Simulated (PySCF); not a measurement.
# Computed structure and properties of [Pb(NH2)2]2+

System: [Pb(NH2)2]2+ (singlet); start: displaced along the imaginary mode (C1). Method: PySCF 2.14.0, RKS TPSS, Pb def2-SVP with ECP60, N def2-SVP, H def2-SVP; non-relativistic Hamiltonian with scalar-relativistic core potentials where named; density fitting; no spin-orbit coupling.

Input of the relaxation:

```python
mol = gto.M(atom='''
Pb     0.00153     0.00231     0.00000
N     -0.00220    -0.01954     1.99373
H      0.60404     0.67618     2.47073
H     -0.68375    -0.61161     2.50557
N     -0.04027    -0.04471    -1.99373
H      0.82143    -0.46791    -2.49170
H     -0.46637     0.81988    -2.48459''',
    basis={'Pb': 'def2-SVP', 'N': 'def2-SVP', 'H': 'def2-SVP'},
    ecp={'Pb': 'def2-SVP'},
    charge=2, spin=0)
mf = dft.RKS(mol, xc='TPSS')
mf.grids.atom_grid = (50, 194)
mf = mf.density_fit()  # fitting sets: Pb def2-universal-JKFIT, N def2-universal-JKFIT, H def2-universal-JKFIT
mf.conv_tol = 1e-08; mf.max_cycle = 55
mf.kernel(dm0)  # dm0: converged density of the start geometry
# quasi-Newton relaxation in Cartesian coordinates to a largest gradient under 0.00045 Eh/bohr, steps kept in the point group
```

Run from Python with OMP_NUM_THREADS=2; the lines above give its settings. Where DIIS fails, smearing, a level shift and second-order steps follow.
It took 3.9 min on 2 threads of Intel(R) Xeon(R) Processor @ 2.50GHz (Skylake/Cascade Lake) (shared host), from the converged density of the start.

Course of the relaxation:

| step | energy above end (eV) | largest force component within the symmetry (eV/Å) |
| --- | --- | --- |
| 0 | 0.6679 | 2.197 |
| 1 | 0.4530 | 1.076 |
| 2 | 0.3332 | 1.571 |
| 3 | 0.2280 | 0.735 |
| 4 | 0.2263 | 1.269 |
| 5 | 0.1351 | 0.987 |
| 6 | 0.1281 | 1.493 |
| 7 | 0.0769 | 0.432 |
| 12 | 0.0065 | 0.109 |
| 13 | 0.0045 | 0.282 |
| 14 | 0.0018 | 0.095 |
| 15 | 0.0008 | 0.053 |
| 16 | 0.0001 | 0.024 |
| 17 | 0.0000 | 0.015 |
(The steps between are left out.)

Relaxed geometry (nearly C2):

```xyz
7

Pb    0.0355    0.7407    0.0132
N     0.1351   -0.2353    1.9826
H     0.6541    0.3361    2.6906
H    -0.8148   -0.4235    2.3835
N    -0.0636   -0.1630   -1.9899
H     0.8832   -0.3288   -2.4086
H    -0.5952    0.4284   -2.6713
```

| contact | Å |
| --- | --- |
| Pb1–N2 (NH2) | 2.200 |
| Pb1–N5 (NH2) | 2.200 |

On the finer grid (75, 302):

```yaml
HOMO: -18.39 eV
LUMO: -17.13 eV
Dipole_about_the_centre_of_mass: 0.79 D
Set_of_Mulliken_populations_of_Pb1_outside_the_core_potential: s 3.74, p 6.85, d 10.09
D3_BJ_dispersion_energy_not_in_the_energies: -0.143 eV
```

```
atom  Mulliken (e)  Löwdin (e)  spin (e)
 Pb1          1.32        1.26      0.00
  N2         -0.18        0.06      0.00
  H3          0.26        0.15      0.00
  H4          0.26        0.15      0.00
  N5         -0.18        0.06      0.00
  H6          0.26        0.15      0.00
  H7          0.26        0.15      0.00
```

Another spin state tried lies lower.

No frequency check is given for this geometry.

Taking off one NH2 (charge -1, singlet; the rest: singlet) in vacuum, both parts rigid, costs 27.74 eV; the small basis without counterpoise inflates it. Most of it is the attraction of opposite charges; other ways to part are cheaper, and one spin state was tried for the rest.

Rigid scan of NH2 along the line from its metal:

(distance to N2 (Å), energy (eV)): (1.90, 0.657), (2.00, 0.239), (2.10, 0.049), (2.20, 0.000), (2.30, 0.033), (2.40, 0.111), (2.60, 0.318)

One start shape was tried, so this needn't be the lowest isomer.
